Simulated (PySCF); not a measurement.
C3H4BNO2, SMILES O=C1CB(O)C=N1.

The structure is a stationary point at PBE0-D3(BJ)/def2-SVP. This is a generated structure with no PubChem entry under its InChIKey; it may be hypothetical. The values are those of a single conformer.

Calculation: TDDFT-PBE/def2-SVPD (PySCF 2.14.0).

Vertical excitations. Gas-phase values at a fixed geometry. State labels are in the subgroup Cs.

Question: Estimate the UV-visible absorptions. (The exact figures need the calculation; the answer reports its results.)

Answer: 
```
state  symmetry  energy (eV)  λ (nm)      f                                              main pairs
-----  --------  -----------  ------  -----  ------------------------------------------------------
S1           A"         2.34     530  0.000                                         HOMO→LUMO 100 %
S2           A"         3.37     368  0.000                                        HOMO−1→LUMO 99 %
S3           A"         4.53     274  0.000                                        HOMO→LUMO+1 99 %
S4           A"         4.84     256  0.000                                       HOMO−2→LUMO 100 %
S5           A'         4.91     253  0.009                                        HOMO→LUMO+2 99 %
S6           A"         5.48     226  0.000                                      HOMO−1→LUMO+1 99 %
S7           A'         5.74     216  0.064  HOMO−1→LUMO+2 48 %, HOMO−3→LUMO 37 %, HOMO−4→LUMO 12 %
S8           A'         5.92     209  0.115  HOMO−1→LUMO+2 50 %, HOMO−4→LUMO 23 %, HOMO−3→LUMO 22 %
S9           A'         6.10     203  0.021                                        HOMO→LUMO+3 98 %
S10          A'         6.29     197  0.071                      HOMO−4→LUMO 59 %, HOMO−3→LUMO 30 %
T1           A"         2.00     621      0                                          HOMO→LUMO 99 %
T2           A"         2.83     438      0                                        HOMO−1→LUMO 98 %
T3           A'         4.11     302      0                                        HOMO−3→LUMO 95 %
T4           A"         4.28     290      0                                        HOMO→LUMO+1 99 %
```
Triplets are in the Tamm–Dancoff approximation, which puts them higher than full response would, so one can lie above its singlet here.
